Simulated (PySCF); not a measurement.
From one molecule to another.

First species: C₇H₁₅B.
Bonds: B1–C2, C2–C3, C2–C4, C2–C5, C5–C6, C6–C7, C7–C8 (double). Hydrogens: H9, H10 on B1; H11, H12, H13 on C3; H14, H15, H16 on C4; H17, H18 on C5; H19, H20 on C6; H21 on C7; H22, H23 on C8.

Second species: C₇H₁₅B.
Numbering: `[CH2:1]=[CH:2][CH2:3][B:4]([CH3:5])[CH2:6][CH2:7][CH3:8]` (hydrogens: H9, H10 on C1; H11 on C2; H12, H13 on C3; H14, H15, H16 on C5; H17, H18 on C6; H19, H20 on C7; H21, H22, H23 on C8)

Levels: wB97X-D/def2-SVPD for dipole moment, HOMO energy, LUMO energy, HOMO–LUMO gap, static isotropic polarisability and electronic spatial extent ⟨r²⟩ about the centre of nuclear charge; TDDFT wB97X-D/def2-SVPD for lowest singlet excitation; TDA wB97X-D/def2-SVPD for lowest triplet excitation (Tamm–Dancoff); ΔSCF wB97X-D/def2-SVPD for vertical ionisation energy; PBE0-D3(BJ)/def2-SVP for rotational constant A and rotational constant C. Geometries: PBE0-D3(BJ)/def2-SVP. Each species is one conformer at its optimised geometry, gas phase, non-relativistic unless stated; the electronic structure was computed with PySCF and density fitting.

Dipoles, sizes and rotational constants follow the conformer. The torsions of the flexible species, by atom-mapped SMILES:
- `[BH2:1][C:2]([CH3:3])([CH3:4])[CH2:5][CH2:6][CH:7]=[CH2:8]`: B1–C2–C5–C6 66°, C2–C5–C6–C7 -175°, C5–C6–C7–C8 -119°
- `[CH2:1]=[CH:2][CH2:3][B:4]([CH3:5])[CH2:6][CH2:7][CH3:8]`: C1–C2–C3–B4 -107°, C2–C3–B4–C5 -174°, C3–B4–C6–C7 177°, B4–C6–C7–C8 179°

Problem. Which has the higher static isotropic polarisability?

Solution. The first: 101.6 au against 100.7 au, a difference of 0.9 au.

Problem. Which of the two has the higher HOMO energy, and by how much?

Solution. The second: -8.87 eV against -9.25 eV, a difference of 0.38 eV.

Problem. Which has the higher S1 energy?

Solution. The second: 5.93 eV against 5.53 eV, a difference of 0.40 eV.

Problem. Which has the higher vertical ionisation energy?

Solution. The first: 9.51 eV against 9.06 eV, a difference of 0.45 eV.

Problem. Which has the higher dipole moment?

Solution. The first: 0.67 D against 0.61 D, a difference of 0.06 D.

Problem. Which of the two has the higher HOMO–LUMO gap, and by how much?

Solution. The second: 10.51 eV against 9.91 eV, a difference of 0.60 eV.

Problem. Which of the two has the higher LUMO energy, and by how much?

Solution. The second: 1.64 eV against 0.66 eV, a difference of 0.98 eV.

Problem. Which of the two has the higher rotational constant A, and by how much?

Solution. The first: 4.063 GHz against 2.475 GHz, a difference of 1.588 GHz.

On the first: The vertical singlet–triplet gap S1 − T1 is 1.04 eV (TDDFT singlet less Tamm–Dancoff triplet). The dipole equals about 2.2 × 10⁻³⁰ C·m (1 D = 3.33564 × 10⁻³⁰ C·m).

On the second: S1 lies 4.58 eV below the HOMO–LUMO gap; its leading configuration is HOMO→LUMO, weight 0.82. No computed singlet falls in the visible range (750 to 380 nm, 1.65 to 3.26 eV); S1 lies 2.67 eV above its blue end.
